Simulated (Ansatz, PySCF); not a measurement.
Stretching the In1–H2 bond in H5InSi (SMILES [SiH3][InH2]) (multiplicity 1 held, fragments rigid). Energies count from the point at 1.738 Å.
Geometry at that point (charge 0, multiplicity 1):
```xyz
7

In    -0.3267    -0.5521     0.0667
H      0.1466    -1.7044     1.2782
H     -1.6992    -0.9445    -0.9221
Si     0.9842     1.6663    -0.2068
H      0.7572     2.5307     0.9811
H      0.5786     2.4336    -1.4105
H      2.4442     1.4074    -0.2978
```

Unrestricted levels (U-) break spin symmetry where that is lower. Active spaces are followed from a long bond inwards. Levels need not reach the same state.

Frozen-core correlation. Filled d and f shells under p-block atoms count as core. Rows in LANL2DZ carry no dispersion term and start afresh at each structure. LANL2DZ brings its own core potentials from Na on.

Programs: Ansatz (Gaussian basis) for Hartree–Fock, density functionals and correlated methods; PySCF for LANL2DZ rows. Each number belongs to the level named beside it. In def2 rows elements past Kr take small-core potentials, without spin–orbit coupling.

Question: Predict the energy at R = 5.561 Å from FIC-MRCISD+Q on CASSCF(2,2)/def2-TZVPP.

Answer: 72.7 kcal/mol

Question: Predict the energy at R = 5.561 Å from U-B3LYP/def2-TZVPP.

Answer: 71.4 kcal/mol

Question: Predict the energy at R = 5.561 Å from R-B3LYP/LANL2DZ.

Answer: 110.8 kcal/mol

Doubts at one or more of the structures used: a spin-contaminated determinant (U-B3LYP/def2-TZVPP).

Ansatz is a program for electronic structure.
